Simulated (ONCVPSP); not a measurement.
**Pseudopotential generation for Zr: ONCV, LDA (Perdew-Zunger), scalar-relativistic.**

- Element: Zr (Z = 40)
- Generator: ONCVPSP 4.0.1
- Type: optimised norm-conserving Vanderbilt (ONCV)
- Functional: LDA (Perdew-Zunger)
- Relativity: scalar-relativistic
- Frozen core: [Ar] 3d10
- Valence charge: 12
- Reference configuration: 4s2 4p6 4d2 5s1.5 (charge +0.5)
- Partial waves: 4s+5s: rc 1.90 bohr, ncon 4, nbas 7, qcut 5 1/bohr, 2 projectors; 4p: rc 2.10 bohr, ncon 3, nbas 6, qcut 7.3 1/bohr, 3 projectors, debl 1.9 Ha; 4d: rc 1.75 bohr, ncon 4, nbas 7, qcut 5.1 1/bohr, 1 projector; f scattering state at 0.14 Ha: rc 1.65 bohr, ncon 3, nbas 7, qcut 6 1/bohr, 2 projectors, debl 3.1 Ha
- Local potential: polynomial inside 1.10 bohr (lpopt 1, dvloc0 1 Ha)
- Core correction: polynomial model core, fcfact 0.2

All-electron outer shells of the reference configuration (LDA (Perdew-Zunger), scalar-relativistic, ld1.x):

```
shell  level (eV)  outermost node (bohr)  outermost maximum (bohr)
   3d     -178.17                      –                      0.35
   4s      -57.74                   0.55                      1.08
   4p      -35.72                   0.56                      1.17
   5s       -7.32                   1.46                      3.04
   4d       -6.83                   0.58                      1.61
```

Does the generator finish with these settings?

Yes, a potential is produced and its reference levels are reproduced.

Estimate the cutoffs (Ha) at which the residual kinetic energy of the hardest occupied pseudo-wave falls to 1 and 0.1 mHa per electron.

15 Ha and 49 Ha. The cutoffs count occupied waves only; projector 2 of the f channel, the hardest unoccupied one, needs 67 Ha at the loose tolerance.

Does the potential have ghost states?

No bound ghost flagged; GHOST(+) flagged for s at 119.6 eV.

Which valence shell sets the plane-wave cutoff?

4d: 15 Ha for 1 mHa per electron, against 11 Ha for 4s.

Tests: 4s2 4p6 4d2 5s2; 4s2 4p6 4d2 5s1; 4s2 4p6 4d2 5s0; 4s1 4p6 4d2 5s2. Which has the largest error in its energy relative to the reference configuration, and how large is it?

4s1 4p6 4d2 5s2, with -205 meV (all-electron minus pseudo) on +57.60 eV.
